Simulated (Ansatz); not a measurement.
A set of 12 reactions (atomization), with CCSD(T)/CBS values in kJ/mol:

```json
{"reaction": "`CNB(C)N` → B• + 2 C• + 9 H• + 2 N•", "ΔE": "5417.0"}
{"reaction": "`[TeH]CI` → C• + 3 H• + I• + Te•", "ΔE": "1666.3"}
{"reaction": "`N[SiH2]O[SiH2][SiH3]` → 9 H• + N• + O• + 3 Si•", "ΔE": "4646.8"}
{"reaction": "`NCC1BC1` → B• + 3 C• + 8 H• + N•", "ΔE": "4954.6"}
{"reaction": "`CO[Si](N)F`• → C• + F• + 5 H• + N• + O• + Si•", "ΔE": "3800.5"}
{"reaction": "`[GeH2]1[GeH2][GeH2][GeH2]1` → 4 Ge• + 8 H•", "ΔE": "3174.1"}
{"reaction": "`N[SiH](Cl)Cl` → 2 Cl• + 3 H• + N• + Si•", "ΔE": "2330.6"}
{"reaction": "`C/C(S)=C/O` → 3 C• + 6 H• + O• + S•", "ΔE": "4281.5"}
{"reaction": "`[NH2][Sn][Cl]` → Cl• + 2 H• + N• + Sn•", "ΔE": "1510.4"}
{"reaction": "`Cl[SiH2][GeH3]` → Cl• + Ge• + 5 H• + Si•", "ΔE": "2211.7"}
{"reaction": "`F/C(Br)=C/Br` → 2 Br• + 2 C• + F• + H•", "ΔE": "2104.1"}
{"reaction": "`[CH2][Al]([CH3])[F]`• → Al• + 2 C• + F• + 5 H•", "ΔE": "3322.3"}
```

Calculated with Ansatz (gas phase, PBE0-D4/def2-TZVP geometries, no zero-point term in ΔE). CCSD(T)/CBS is the MP2 limit (def2-TZVPP, def2-QZVPP) plus CCSD(T) − MP2 in def2-TZVPP, frozen cores. This one scheme is used for every species, atoms too. Double bonds are as drawn, so ΔE can hold a change between cis and trans. DFT in def2-TZVPP. Open shells (•) are unrestricted, without spin–orbit coupling. Spin–orbit coupling would lower the free atoms: a little for Al, B, C, Cl, F, O, S, Si; clearly for Br, Ge; strongly for I, Sn, Te. def2 core potentials past Kr. For Br, Ge, I, Sn, Te outer-core shells are correlated without core-valence functions, so the limit isn't a true one: a few kJ/mol of doubt a bond, and 10 to 20 or more in all where bonds break to atoms. Scalar relativity is left out up to krypton. One conformer a species, not always the lowest.

Q: Give the mean, mean absolute and largest difference (level minus CCSD(T)/CBS, kJ/mol) for: r2SCAN-D4, PBE0-D4, ωB97X-V, ωB97M-V, PBE, PBE0, HF/def2-TZVPP, MP2/def2-TZVPP, CCSD/def2-TZVPP, CCSD(T)/def2-TZVPP, HF/def2-QZVPP, SCS-MP2/def2-QZVPP, HF/CBS(def2), MP2/CBS(def2). (An estimate is asked.)

A: The calculation gave: 
```tsv
level	mean	mean absolute	largest
r2SCAN-D4	1.7	18.6	36.5
PBE0-D4	-8.3	38.6	-82.5
ωB97X-V	7.1	14.0	37.1
ωB97M-V	-3.5	23.3	-74.8
PBE	24.9	65.0	125.7
PBE0	-26.0	44.3	-112.6
HF/def2-TZVPP	-925.3	925.3	-1436.4
MP2/def2-TZVPP	-50.4	55.8	-126.4
CCSD/def2-TZVPP	-141.6	141.6	-204.1
CCSD(T)/def2-TZVPP	-92.3	92.3	-137.8
HF/def2-QZVPP	-920.1	920.1	-1429.0
SCS-MP2/def2-QZVPP	1.6	16.2	-52.1
HF/CBS(def2)	-919.3	919.3	-1427.8
MP2/CBS(def2)	41.8	54.2	103.9
```

The largest T1 diagnostic in the set is 0.018, for Al• (customary mark 0.045).

CCSD(T)/CBS is a level of theory with its own doubt, and the functionals carry their triple-zeta basis error, so these figures describe this set and don't rank the functionals.
